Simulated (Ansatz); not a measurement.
A nudged elastic band was laid between two geometries of FH5Si2 + H2O (11 atoms, charge 0, multiplicity 1).

These are results of RKS BHLYP-D4/cc-pVDZ (Ansatz 0.2.0), not measurements.

* movable images: 3
* climbing image: no
* spring: 5.0 eV/Å²
* optimiser: quadratic models (default)
* start path: through a guess of the saddle point
* force threshold: 0.05 eV/Å
* iteration limit: 60
* end points: relaxed

Image 0:

```xyz
11
Properties=species:S:1:pos:R:3
Si 0.078 -0.658 -1.019
F 0.679 0.764 -1.635
H 0.708 -1.724 -1.842
H -1.382 -0.676 -1.269
Si 0.684 -0.885 1.235
H -0.343 2.098 -0.465
O -1.035 1.900 0.170
H 0.438 0.351 2.010
H -0.110 -2.009 1.805
H 2.124 -1.252 1.315
H -1.842 2.091 -0.306
```

Image 4:

```xyz
11
Properties=species:S:1:pos:R:3
Si -0.716 -0.557 -0.715
F 0.977 2.118 0.517
H -0.282 -1.373 -1.881
H -2.127 -0.916 -0.407
Si 0.694 -0.841 1.138
H 0.369 1.948 -0.171
O -0.654 1.094 -1.149
H 0.221 -0.040 2.290
H 0.593 -2.288 1.485
H 2.099 -0.531 0.788
H -1.173 1.387 -1.896
```

Which bonds break or form, and what moves?

Bonds broken: Si1–F2, H6–O7. Bonds formed: Si1–O7, F2–H6. FH5Si2 + H2O becomes FH + H6OSi2.

Give the energies along the band, and the barrier.

It converged. The highest image is number 1 of 0 to 4, 0.57 eV above the first end and 0.38 eV above the last; the last end lies 0.19 eV above the first. No image climbed, so the highest image needn't sit at the top of the path. A band with more images between the same ends climbed to 1.21 eV, so this one has probably stepped over the top. So few images can step over the top or miss a turn of the path. The orbitals stay closed-shell, which can raise the energy where a bond breaks towards radicals; this wasn't checked here.

```
image  path coordinate (Å)  energy (eV)  Si1–F2 (Å)  H6–O7 (Å)  Si1–O7 (Å)
    0                 0.00         0.00        1.66       0.96        3.03
    1                 1.45         0.57        1.71       0.97        2.41
    2                 2.90         0.49        2.59       1.55        1.74
    3                 4.35         0.21        3.15       1.66        1.71
    4                 5.80         0.19        3.40       1.65        1.71
```

What is the geometry of the highest image?


```xyz
11
Properties=species:S:1:pos:R:3
Si -0.053 -0.382 -0.806
F 0.916 0.994 -1.121
H 0.487 -1.164 -1.937
H -1.524 -0.628 -0.960
Si 0.732 -0.982 1.308
H -0.356 2.059 -0.575
O -1.176 1.676 -0.231
H 0.798 0.226 2.172
H -0.105 -2.014 1.975
H 2.103 -1.517 1.111
H -1.822 1.731 -0.936
```

Run time: 50 s on 2 threads of AMD EPYC 9R45 96-Core Processor (Zen 5), with other jobs on the host, peak memory 0.24 GiB.
